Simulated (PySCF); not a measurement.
Working out the ionisation energy of I⁺

I⁺ [Kr] 4d10 5s2 5p4 (3P) → I²⁺ [Kr] 4d10 5s2 5p3 (4S). All numbers are calculated (PySCF 2.14, a scalar-relativistic core potential, in aug-cc-pwCVDZ-PP with ECP28MDF (6s5p4d1f, 48 functions)). Frozen: nothing. Energies in hartree (1 hartree = 27.21139 eV):

```csv
part,I⁺ (lower),I²⁺ (upper)
UHF,-294.301917,-293.654882
MP2 opposite-spin,-0.326257,-0.313027
MP2 same-spin,-0.186862,-0.181883
```

Problem. What does Hartree-Fock give?

Solution. (-293.654882) − (-294.301917) = 0.647035 hartree = 17.607 eV.

Problem. What do MP2 and SCS-MP2 (6/5 opposite-spin, 1/3 same-spin) give?

Solution. The opposite-spin parts differ by 0.360 eV and the same-spin parts by 0.135 eV. MP2: 17.607 + (0.360) + (0.135) = 18.102 eV. SCS-MP2: 17.607 + 1.2 × (0.360) + (0.135)/3 = 18.084 eV.

Measured between the centres of the two terms (NIST): 18.750 eV, so MP2 (valence and next inner shell) is off by -0.648 eV.

A double-zeta basis recovers only part of the correlation energy.

What remains against the reference includes basis incompleteness and correlation beyond second order.
